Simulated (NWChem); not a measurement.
System: HgCl₂; SMILES [Hg]([Cl])[Cl]

Parts of the log:

```
             Northwest Computational Chemistry Package (NWChem) 7.3.0
             --------------------------------------------------------

 ORDER OF PRIMARY AXIS IS BEING SET TO 4
 D4H symmetry detected

                             Geometry "geometry" -> ""
                             -------------------------

 Output coordinates in angstroms (scale by  1.889725989 to convert to a.u.)

  No.       Tag          Charge          X              Y              Z
 ---- ---------------- ---------- -------------- -------------- --------------
    1 Hg                  80.0000     0.00000000     0.00000000     0.00000000
    2 Cl                  17.0000     0.00000000     0.00000000     2.28228400
    3 Cl                  17.0000     0.00000000     0.00000000    -2.28228400

 Effective nuclear repulsion energy (a.u.)     664.1716060576

      Symmetry information
      --------------------

 Group name             D4h
 Group number             28
 Group order              16
 No. of unique centers     2

 Summary of "ao basis" -> "ao basis" (spherical)
 ------------------------------------------------------------------------------
       Tag                 Description            Shells   Functions and Types
 ---------------- ------------------------------  ------  ---------------------
 Hg                        def2-qzvp                20       72   7s5p4d3f1g
 Cl                        def2-qzvp                22       70   9s6p4d2f1g

      Symmetry analysis of basis
      --------------------------

        a1g        36
        a1u         1
        a2g         2
        a2u        31
        b1g        12
        b1u        10
        b2g        12
        b2u        10
        eg         44
        eu         54

            General Information
            -------------------
          SCF calculation type: DFT
          Wavefunction type:  closed shell.
          No. of atoms     :     3
          No. of electrons :    54
           Alpha electrons :    27
            Beta electrons :    27
          Charge           :     0
          Spin multiplicity:     1
          Use of symmetry is: on ; symmetry adaption is: on
          Maximum number of iterations: 150
          AO basis - number of functions:   212
                     number of shells:    64
          Convergence on energy requested:  1.00D-06
          Convergence on density requested:  1.00D-05
          Convergence on gradient requested:  5.00D-04

              XC Information
              --------------
          PerdewBurkeErnzerhof Exchange Functional  1.000
            Perdew 1991 LDA Correlation Functional  1.000 local
           PerdewBurkeErnz. Correlation Functional  1.000 non-local

             Grid Information
             ----------------
          Grid used for XC integration:  medium
          Radial quadrature: Mura-Knowles
          Angular quadrature: Lebedev.
          Tag              B.-S. Rad. Rad. Pts. Rad. Cut. Ang. Pts.
          ---              ---------- --------- --------- ---------
          Hg                  1.50      123          10.0       590
          Cl                  1.00       88          12.0       590
          Grid pruning is: on
          Number of quadrature shells:   211
          Spatial weights used:  Erf1

      Superposition of Atomic Density Guess
      -------------------------------------

 Sum of atomic energies:       -1093.12122808

      Non-variational initial energy
      ------------------------------

 Total energy =   -1071.832309
 1-e energy   =   -1921.905149
 2-e energy   =     658.901785
 HOMO         =      -0.410018
 LUMO         =      -0.072515

      Symmetry analysis of molecular orbitals - initial
      -------------------------------------------------

 !! scf_movecs_sym_adapt:   44 vectors were symmetry contaminated

  Symmetry fudging

 !! scf_movecs_sym_adapt:   40 vectors were symmetry contaminated

  Numbering of irreducible representations:

     1 a1g         2 a1u         3 a2g         4 a2u         5 b1g
     6 b1u         7 b2g         8 b2u         9 eg         10 eu

  Orbital symmetries:

     1 a1g         2 a2u         3 a1g         4 a2u         5 a1g
     6 a2u         7 eg          8 eg          9 eu         10 eu
    11 a1g        12 a2u        13 eu         14 eu         15 a1g
    16 a2u        17 a1g        18 eg         19 eg         20 b2g
    21 b1g        22 a1g        23 a2u        24 eu         25 eu
    26 eg         27 eg         28 a1g        29 eu         30 eu
    31 a2u        32 a1g        33 eu         34 eu         35 a1g
    36 a2u        37 eg

------------------------------------------------------------
EAF file 0: "./job.aoints.0" size=88604672 bytes
------------------------------------------------------------
               write      read    awrite     aread      wait
               -----      ----    ------     -----      ----
     calls:      169         0         0         0         0
   data(b): 8.86e+07  0.00e+00  0.00e+00  0.00e+00
   time(s): 0.00e+00  0.00e+00  0.00e+00  0.00e+00  0.00e+00
rate(mb/s): 0.00e+00  0.00e+00
------------------------------------------------------------

     ---------------------------------------------
      Total Density - Mulliken Population Analysis
     ---------------------------------------------

    Atom       Charge   Shell Charges
 -----------   ------   -------------------------------------------------------
    1 Hg  20    18.76   0.03 -0.51  1.51  0.96  0.36  0.34  0.10  2.39  2.94  0.71  0.11  0.01  5.15  3.21  1.31  0.12  0.00  0.00  0.02  0.00
    2 Cl  17    17.62   1.64  0.01  0.28  0.31  1.08  0.61  0.43  1.15  0.46  5.84 -0.00  0.68  2.00  2.39  0.71  0.00  0.00  0.01  0.02  0.01  0.00  0.00
    3 Cl  17    17.62   1.64  0.01  0.28  0.31  1.08  0.61  0.43  1.15  0.46  5.84 -0.00  0.68  2.00  2.39  0.71  0.00  0.00  0.01  0.02  0.01  0.00  0.00

   convergence    iter        energy       DeltaE   RMS-Dens  Diis-err
 ---------------- ----- ----------------- --------- --------- ---------
 d= 0,ls=0.0,diis     1  -1073.5939831531 -1.26D+03  8.18D-03  5.63D+00
 d= 0,ls=0.0,diis     2  -1073.4865306367  1.07D-01  8.00D-03  1.47D+00
 d= 0,ls=0.0,diis     3  -1073.3898637536  9.67D-02  3.84D-03  2.50D+00
 d= 0,ls=0.0,diis     4  -1073.6762581860 -2.86D-01  5.63D-04  1.85D-02
 d= 0,ls=0.0,diis     5  -1073.6783210666 -2.06D-03  1.53D-04  4.27D-03
  Resetting Diis
 d= 0,ls=0.0,diis     6  -1073.6786993134 -3.78D-04  3.49D-05  7.61D-05
 d= 0,ls=0.0,diis     7  -1073.6787103692 -1.11D-05  5.85D-06  1.70D-06
 d= 0,ls=0.0,diis     8  -1073.6787103218  4.74D-08  3.17D-06  2.12D-06

         Total DFT energy =    -1073.678710321842
      One electron energy =    -1921.392860057172
           Coulomb energy =      726.610232688652
    Exchange-Corr. energy =      -70.067138702848
 Nuclear repulsion energy =      191.171055749526

 Numeric. integr. density =       54.000000029869

                  Occupations of the irreducible representations
                  ----------------------------------------------

                     irrep           alpha         beta
                     --------     --------     --------
                     a1g               7.0          7.0
                     a1u               0.0          0.0
                     a2g               0.0          0.0
                     a2u               6.0          6.0
                     b1g               1.0          1.0
                     b1u               0.0          0.0
                     b2g               1.0          1.0
                     b2u               0.0          0.0
                     eg                6.0          6.0
                     eu                6.0          6.0

                       DFT Final Molecular Orbital Analysis
                       ------------------------------------

 Vector   25  Occ=2.000000D+00  E=-3.003232D-01  Symmetry=eu
              MO Center= -7.0D-14,  7.8D-14,  5.6D-13, r^2= 6.0D+00
   Bfn.  Coefficient  Atom+Function         Bfn.  Coefficient  Atom+Function
  ----- ------------  ---------------      ----- ------------  ---------------
    95      0.218936  2 Cl py               165      0.218936  3 Cl py
    92      0.200100  2 Cl py               162      0.200100  3 Cl py
    94     -0.197539  2 Cl px               164     -0.197539  3 Cl px
    91     -0.180544  2 Cl px               161     -0.180544  3 Cl px
    83     -0.143244  2 Cl py               153     -0.143244  3 Cl py

 Vector   26  Occ=2.000000D+00  E=-2.785588D-01  Symmetry=eg
              MO Center=  3.7D-15, -5.5D-15, -4.9D-13, r^2= 6.1D+00
   Bfn.  Coefficient  Atom+Function         Bfn.  Coefficient  Atom+Function
  ----- ------------  ---------------      ----- ------------  ---------------
    94      0.243164  2 Cl px               164     -0.243164  3 Cl px
    91      0.226574  2 Cl px               161     -0.226574  3 Cl px
    95     -0.171397  2 Cl py               165      0.171397  3 Cl py
    82     -0.160244  2 Cl px                92     -0.159704  2 Cl py
   152      0.160244  3 Cl px               162      0.159704  3 Cl py

 Vector   27  Occ=2.000000D+00  E=-2.785588D-01  Symmetry=eg
              MO Center=  1.1D-15,  1.7D-15, -2.7D-14, r^2= 6.1D+00
   Bfn.  Coefficient  Atom+Function         Bfn.  Coefficient  Atom+Function
  ----- ------------  ---------------      ----- ------------  ---------------
    95      0.243164  2 Cl py               165     -0.243164  3 Cl py
    92      0.226574  2 Cl py               162     -0.226574  3 Cl py
    94      0.171397  2 Cl px               164     -0.171397  3 Cl px
    83     -0.160244  2 Cl py                91      0.159704  2 Cl px
   153      0.160244  3 Cl py               161     -0.159704  3 Cl px

 Vector   28  Occ=0.000000D+00  E=-1.265910D-01  Symmetry=a1g
              MO Center=  1.1D-15, -1.2D-15, -2.3D-14, r^2= 5.2D+00
   Bfn.  Coefficient  Atom+Function         Bfn.  Coefficient  Atom+Function
  ----- ------------  ---------------      ----- ------------  ---------------
     6      0.707551  1 Hg s                  3     -0.367091  1 Hg s
     7      0.345329  1 Hg s                  5      0.341954  1 Hg s
    96      0.275084  2 Cl pz               166     -0.275084  3 Cl pz
    81     -0.261969  2 Cl s                151     -0.261969  3 Cl s
    99      0.248738  2 Cl pz               169     -0.248738  3 Cl pz

 Vector   29  Occ=0.000000D+00  E=-5.052022D-02  Symmetry=eu
              MO Center=  8.1D-15, -7.2D-15, -9.6D-15, r^2= 5.5D+00
   Bfn.  Coefficient  Atom+Function         Bfn.  Coefficient  Atom+Function
  ----- ------------  ---------------      ----- ------------  ---------------
    17      0.432701  1 Hg px                20      0.415132  1 Hg px
    18     -0.401917  1 Hg py                21     -0.385598  1 Hg py
    11     -0.169699  1 Hg px                12      0.157626  1 Hg py
    97     -0.105136  2 Cl px               167     -0.105136  3 Cl px
    98      0.097656  2 Cl py               168      0.097656  3 Cl py

 Vector   30  Occ=0.000000D+00  E=-5.052022D-02  Symmetry=eu
              MO Center= -2.0D-12, -2.2D-12, -1.6D-14, r^2= 5.5D+00
   Bfn.  Coefficient  Atom+Function         Bfn.  Coefficient  Atom+Function
  ----- ------------  ---------------      ----- ------------  ---------------
    18      0.432701  1 Hg py                21      0.415132  1 Hg py
    17      0.401917  1 Hg px                20      0.385598  1 Hg px
    12     -0.169699  1 Hg py                11     -0.157626  1 Hg px
    98     -0.105136  2 Cl py               168     -0.105136  3 Cl py
    97     -0.097656  2 Cl px               167     -0.097656  3 Cl px

------------------------------------------------------------
EAF file 0: "./job.aoints.0" size=141557760 bytes
------------------------------------------------------------
               write      read    awrite     aread      wait
               -----      ----    ------     -----      ----
     calls:      270         7         0      1883      1883
   data(b): 1.42e+08  3.67e+06  0.00e+00  9.87e+08
   time(s): 0.00e+00  0.00e+00  0.00e+00  0.00e+00  0.00e+00
rate(mb/s): 0.00e+00  0.00e+00
------------------------------------------------------------

     ---------------------------------------------
      Total Density - Mulliken Population Analysis
     ---------------------------------------------

    Atom       Charge   Shell Charges
 -----------   ------   -------------------------------------------------------
    1 Hg  20    19.11   0.03 -0.54  1.65  0.86  0.66  0.25  0.05  2.45  3.00  0.64  0.23  0.03  5.08  3.21  1.34  0.14  0.00  0.01  0.02  0.00
    2 Cl  17    17.45   1.65 -0.00  0.29  0.31  1.05  0.63  0.46  1.14  0.46  5.86 -0.05  0.73  1.87  2.25  0.74  0.00  0.00  0.01  0.03  0.01  0.00  0.00
    3 Cl  17    17.45   1.65 -0.00  0.29  0.31  1.05  0.63  0.46  1.14  0.46  5.86 -0.05  0.73  1.87  2.25  0.74  0.00  0.00  0.01  0.03  0.01  0.00  0.00

     -------------------------------------------
      Total Density - Lowdin Population Analysis
     -------------------------------------------

    Atom       Charge   Shell Charges
 -----------   ------   -------------------------------------------------------
    1 Hg  20    19.84   0.01  0.01  0.87  0.98  0.45  0.39  0.21  2.48  2.45  1.06  0.47  0.19  4.57  3.48  1.49  0.60  0.00  0.00  0.12  0.00
    2 Cl  17    17.08   0.99  0.68  0.32  0.44  0.82  0.67  0.50  0.78  0.50  3.59  2.01  1.01  1.75  1.97  0.92  0.00  0.00  0.01  0.06  0.03  0.00  0.00
    3 Cl  17    17.08   0.99  0.68  0.32  0.44  0.82  0.67  0.50  0.78  0.50  3.59  2.01  1.01  1.75  1.97  0.92  0.00  0.00  0.01  0.06  0.03  0.00  0.00

     Multipole analysis of the density
     ---------------------------------

     L   x y z        total         alpha         beta         nuclear
     -   - - -        -----         -----         ----         -------
     0   0 0 0     -0.000000    -27.000000    -27.000000     54.000000

     1   1 0 0     -0.000000     -0.000000     -0.000000      0.000000
     1   0 1 0      0.000000      0.000000      0.000000      0.000000
     1   0 0 1      0.000000      0.000000      0.000000      0.000000

     2   2 0 0    -35.857032    -17.928516    -17.928516      0.000000
     2   1 1 0     -0.000000     -0.000000     -0.000000      0.000000
     2   1 0 1      0.000000      0.000000      0.000000      0.000000
     2   0 2 0    -35.857032    -17.928516    -17.928516      0.000000
     2   0 1 1      0.000000      0.000000      0.000000      0.000000
     2   0 0 2    -42.026545   -337.230819   -337.230819    632.435092

            General Information
            -------------------
          SCF calculation type: DFT
          Wavefunction type:  closed shell.
          No. of atoms     :     3
          No. of electrons :    54
           Alpha electrons :    27
            Beta electrons :    27
          Charge           :     0
          Spin multiplicity:     1
          Use of symmetry is: on ; symmetry adaption is: on
          Maximum number of iterations: 150
          AO basis - number of functions:   212
                     number of shells:    64
          Convergence on energy requested:  1.00D-06
          Convergence on density requested:  1.00D-05
          Convergence on gradient requested:  5.00D-04

[...]

                         DFT ENERGY GRADIENTS

    atom               coordinates                        gradient
                 x          y          z           x          y          z
   1 Hg      0.000000   0.000000   0.000000    0.000000   0.000000   0.000000
   2 Cl      0.000000   0.000000   4.312891    0.000000   0.000000   0.002408
   3 Cl      0.000000   0.000000  -4.312891    0.000000  -0.000000  -0.002408
```

Level: PBE/def2-QZVP with def2 effective core potentials on Hg. The geometry was optimised at PBE0/def2-SVP. def2 effective core potentials on Hg; no spin-orbit coupling.

Q: Which NWChem input produces such a log?

A: Several could match; the one computed here: the input that was run:
```
start job
memory heap 200 mb stack 900 mb global 1100 mb
geometry units angstroms noautoz
  Hg     0.000000     0.000000     0.000000
  Cl     0.000000     2.282284     0.000000
  Cl     0.000000    -2.282284     0.000000
end
basis spherical
  Hg library def2-qzvp
  Cl library def2-qzvp
end
ecp
  Hg library def2-ecp
end
dft
  xc xpbe96 cpbe96
  iterations 150
  semidirect filesize 400000000
  mulliken
end
task dft gradient
```
